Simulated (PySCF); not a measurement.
Bonding in `CO[Si@@H](C)[Si@](C)(O)[SiH2]N`

Compound: C₃H₁₅NO₂Si₃.
SMILES with atom numbers: `[CH3:1][O:2][Si@@H:3]([CH3:4])[Si@:5]([CH3:6])([OH:7])[SiH2:8][NH2:9]` (hydrogens: H10, H11, H12 on C1; H13 on Si3; H14, H15, H16 on C4; H17, H18, H19 on C6; H20 on O7; H21, H22 on Si8; H23, H24 on N9)

Cartesian coordinates in Å at the GFN2-xTB level; atoms count from 1:
```xyz
24
C3H15NO2Si3 angstrom
C     -2.302    1.976   -0.065
O     -1.166    1.224    0.234
Si    -1.131   -0.337    0.756
C     -2.224   -1.422   -0.379
Si     1.143   -0.742    0.586
C      1.406   -2.493   -0.120
O      1.750   -0.953    2.103
Si     2.418    0.826   -0.564
N      1.740    2.332   -0.057
H     -2.905    1.477   -0.827
H     -2.918    2.120    0.826
H     -1.984    2.949   -0.441
H     -1.829   -0.380    2.067
H     -1.940   -1.296   -1.421
H     -2.126   -2.476   -0.141
H     -3.279   -1.169   -0.296
H      2.459   -2.753   -0.129
H      0.897   -3.235    0.488
H      1.033   -2.585   -1.136
H      1.854   -0.221    2.704
H      3.842    0.978   -0.216
H      2.419    0.630   -2.033
H      0.736    2.380    0.017
H      2.094    3.190   -0.447
```

Bond orders from the PBE0/pcSseg-1 density (PySCF). The structure is a single GFN2-xTB conformer in the gas phase; no vibrational or solvent corrections.

(1) How far do the computed orders between heavy atoms stray from the drawn ones?

(2) Set the Mayer orders of the bonds between heavy atoms beside their lengths.

Answers

(1) The largest departure is 0.137, at Si3–Si5 (drawn single, 0.863). Drawn single, order below 0.88: Si3–Si5 (0.863).

(2) 
```json
{"bond": "C1–O2", "drawn as": "single", "length (Å)": "1.395", "Mayer order": "0.902"}
{"bond": "O2–Si3", "drawn as": "single", "length (Å)": "1.647", "Mayer order": "0.904"}
{"bond": "Si3–C4", "drawn as": "single", "length (Å)": "1.913", "Mayer order": "0.921"}
{"bond": "Si3–Si5", "drawn as": "single", "length (Å)": "2.317", "Mayer order": "0.863"}
{"bond": "Si5–C6", "drawn as": "single", "length (Å)": "1.907", "Mayer order": "0.919"}
{"bond": "Si5–O7", "drawn as": "single", "length (Å)": "1.647", "Mayer order": "0.957"}
{"bond": "Si5–Si8", "drawn as": "single", "length (Å)": "2.325", "Mayer order": "0.891"}
{"bond": "Si8–N9", "drawn as": "single", "length (Å)": "1.727", "Mayer order": "1.046"}
```

By pair of heavy elements: O–Si: lowest O2–Si3 (0.904, 1.647 Å), highest Si5–O7 (0.957, 1.647 Å). C–Si: all 2 within 0.02 of one another (0.919 to 0.921). Si–Si: lowest Si3–Si5 (0.863, 2.317 Å), highest Si5–Si8 (0.891, 2.325 Å); in 1 of the 1 pairs the longer bond (by over 0.003 Å) has the higher order (by 0.02 or more).

Question: And the bonds to hydrogen?

Answer: C–H: 0.95 to 0.97 (9 bonds); H–Si: 0.85 to 0.93 (3 bonds); H–O: 0.94 (1 bond); H–N: 0.93 to 0.95 (2 bonds).

Question: Sum the orders of all bonds at each heavy atom with more than one neighbour and set the sums beside the valence in the SMILES.

Answer: C1 3.803 (drawn 4), O2 1.806 (drawn 2), Si3 3.602 (drawn 4), C4 3.789 (drawn 4), Si5 3.630 (drawn 4), C6 3.791 (drawn 4), O7 1.898 (drawn 2), Si8 3.718 (drawn 4), N9 2.921 (drawn 3). Orders between atoms that aren't bonded are not in these sums.

For a closed shell the Mayer order of atoms A and B is Σ (PS)μν (PS)νμ over the basis functions μ on A and ν on B, with P the density and S the overlap matrix.

These values come from a run that also computed NMR shieldings. On Arm Neoverse V2, one thread, no GPU (shared host), this took 71 s and 1.2 GiB of memory at its peak.
